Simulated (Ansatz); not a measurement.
`[OH][SnH3]` + `C#CN` → `C#C[NH][SnH3]` + H₂O at 400 K and 1 bar (ligand exchange at the Sn–O bond).

Computed with Ansatz on PBE0-D4/def2-TZVP structures; ΔE is electronic, products minus reactants. CBS: MP2 limit from def2 TZ/QZ plus the TZ coupled-cluster correction, frozen cores. This one scheme is used for every species. def2 core potentials past Kr. For Sn outer-core shells are correlated without core-valence functions, which leaves a few kJ/mol of doubt a bond. Each species was taken in one conformer, which may not be the lowest.

```tsv
species	CCSD(T)/CBS energy (Eh)	H − E (kJ/mol)	S (J/(mol·K))
`[OH][SnH3]`	-291.59405	108.6	309.2
`C#CN`	-132.52893	136.4	272.8
`C#C[NH][SnH3]`	-347.74191	174.4	377.5
H₂O	-76.37941	69.8	198.6
```

H − E and S are ideal-gas, rigid-rotor, harmonic terms from PBE0-D4/def2-TZVP, for one conformer and one mirror image of each species. 1 Eh = 2625.50 kJ/mol, R = 8.31446 J/(mol·K).

Problem. By hand: ΔE, ΔH, ΔS and ΔG.

Solution. ΔE = (-347.74191) + (-76.37941) − (-291.59405) − (-132.52893) = 0.00166 Eh = 4.4 kJ/mol. Δ(H − E) = 174.4 + 69.8 − 108.6 − 136.4 = -0.8, so ΔH = 3.6 kJ/mol. ΔS = 377.5 + 198.6 − 309.2 − 272.8 = -5.9 J/(mol·K). ΔG = 3.6 − 400 × (-5.9)/1000 = 6.0 kJ/mol.

Problem. By hand: the equilibrium constant, and the temperature at which ΔG would vanish if ΔH and ΔS stayed fixed.

Solution. log₁₀ K = −ΔG/(RT ln 10) = -0.8. ΔH and −TΔS have one sign here, so there is no such temperature.

TΔS isn't small against ΔH here. A doubt of 5 kJ/mol in ΔE shifts log₁₀ K by 0.7 here. Other conformers and mirror images would add mixing entropy, several J/(mol·K) or more a flexible species. These are equilibria of isolated gas molecules and say nothing of rates. Largest T1 diagnostic: 0.014 (customary marks: 0.02 for closed shells, 0.045 for open ones).

ΔS is within the doubt of such terms, so its sign, and with it that verdict, could turn.
